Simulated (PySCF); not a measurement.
**Distorted geometries of [Pr(H2O)4]3+**

[Pr(H2O)4]3+ (singlet in the valence; each metal's 4f electrons, 2 of them, lie in its core potential, out of spins and levels). PySCF 2.14.0, RKS PBE, Pr lcecp-1-SVP with ECP48, O def2-SVP, H def2-SVP; non-relativistic Hamiltonian with scalar-relativistic core potentials where named; density fitting; no spin-orbit coupling. Relaxed geometry:

```xyz
13

Pr   -0.0001    0.0000    0.0000
O     1.4311    1.3886    1.3267
H     2.2374    1.1261    1.8447
H     1.3737    2.3682    1.4826
O    -1.4317   -1.3264    1.3886
H    -1.3734   -1.4830    2.3684
H    -2.2370   -1.8452    1.1262
O     1.4311   -1.3886   -1.3267
H     1.3737   -2.3682   -1.4826
H     2.2374   -1.1261   -1.8447
O    -1.4317    1.3264   -1.3886
H    -2.2370    1.8452   -1.1262
H    -1.3734    1.4830   -2.3684
```

Order these distorted geometries by energy above the relaxed one, lowest first.
A.
```xyz
13

Pr    0.0074    0.0083    0.0058
O     1.3814    1.3490    1.3791
H     2.2460    1.1669    1.7839
H     1.3309    2.3712    1.4546
O    -1.4059   -1.3219    1.4162
H    -1.4000   -1.4614    2.3791
H    -2.2173   -1.8034    1.1251
O     1.4229   -1.4279   -1.3843
H     1.3694   -2.3471   -1.4401
H     2.2273   -1.1647   -1.8009
O    -1.3993    1.3522   -1.4051
H    -2.2369    1.8009   -1.0883
H    -1.3259    1.4778   -2.4251
```
B.
```xyz
13

Pr   -0.0251   -0.0331   -0.0374
O     1.5016    1.3851    1.3142
H     2.2642    1.1866    1.8249
H     1.3858    2.4199    1.4992
O    -1.4549   -1.3196    1.4730
H    -1.3644   -1.5190    2.4516
H    -2.1569   -1.8383    1.0545
O     1.4575   -1.3260   -1.3514
H     1.3587   -2.3680   -1.4152
H     2.1149   -1.2237   -1.8450
O    -1.3809    1.2919   -1.5115
H    -2.2566    1.8156   -1.0573
H    -1.4439    1.5285   -2.3997
```
C.
```xyz
13

Pr   -0.0225   -0.0304   -0.0250
O     1.4229    1.4054    1.3684
H     2.2426    1.1446    1.8379
H     1.3609    2.3734    1.4948
O    -1.4393   -1.3371    1.3682
H    -1.3449   -1.4840    2.3630
H    -2.2072   -1.8139    1.1025
O     1.4125   -1.3911   -1.3396
H     1.3779   -2.3717   -1.4817
H     2.2693   -1.1407   -1.8344
O    -1.4614    1.3459   -1.4101
H    -2.2439    1.8172   -1.1038
H    -1.3670    1.4823   -2.3402
```

C (0.22 eV), A (0.34 eV), B (1.73 eV).

Which forces (eV/Å) act in the one that lies 1.73 eV up?


```
Pr    0.33   0.59   0.47
O    -2.97   2.69  -1.32
H     2.30  -0.79   1.44
H     0.24  -2.21  -0.46
O     1.55   1.03  -0.10
H    -0.49  -0.17  -0.55
H    -0.98  -0.81   0.35
O   -10.48  -4.39   7.48
H     0.05   1.79   0.22
H    10.51   2.30  -7.79
O    -2.60   0.53   5.91
H     2.69  -1.54  -1.69
H    -0.14   0.97  -3.96
```
Forces carry noise of the integration grid, about 0.01 to 0.03 eV/Å.

An lcecp potential fixes the number of 4f electrons, so in runs with it no electron can move into or out of that shell.
